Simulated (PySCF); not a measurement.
## Radial density of Zn²⁺ (zinc, charge +2)

UHF, [Ar] 3d10, closed-shell 1S. Computed with PySCF 2.14 in 6-31G* (5s4p2d1f, 34 functions), with the non-relativistic Hamiltonian (point nucleus).

| r (bohr) | 4πr²ρ (e/bohr) |
| --- | --- |
| 0.000938 | 0.1892 |
| 0.00158 | 0.5228 |
| 0.00265 | 1.396 |
| 0.00446 | 3.525 |
| 0.00751 | 8.334 |
| 0.0126 | 17.34 |
| 0.0212 | 29.54 |
| 0.0357 | 36.28 |
| 0.0601 | 30.86 |
| 0.101 | 32.22 |
| 0.170 | 41.54 |
| 0.286 | 23.39 |
| 0.481 | 23.25 |
| 0.809 | 18.74 |
| 1.36 | 4.077 |
| 2.29 | 0.2977 |
